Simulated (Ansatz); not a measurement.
```yaml
atoms:
  - { symbol: Si, position_ang: [-0.0259, -0.0321, -0.5822] }
  - { symbol: O, position_ang: [-0.0211, -0.0386, 0.9933] }
```

Basis set: STO-3G (spherical functions). Frozen core: 6 orbitals. Charge 0, multiplicity 1.

Computed with Ansatz (development build ahead of 0.2.0); each method stands on the lowest determinant of its kind that the runs found. Restricted open shells among the atoms or ions are ROHF, correlated in semicanonical orbitals with singles.

The atomization energy at this shape (free ground-state atoms in the same class of orbitals less the molecule, no zero-point energy) of singlet SiO:

| method | atomization energy |
| --- | --- |
| RHF | 73.15 kcal/mol |

(1) What does RHF-MP2 give?

Results:

(1) 166.16 kcal/mol.

This basis has no polarisation functions and is too small for such energies, which can lie far from measured ones in either direction.
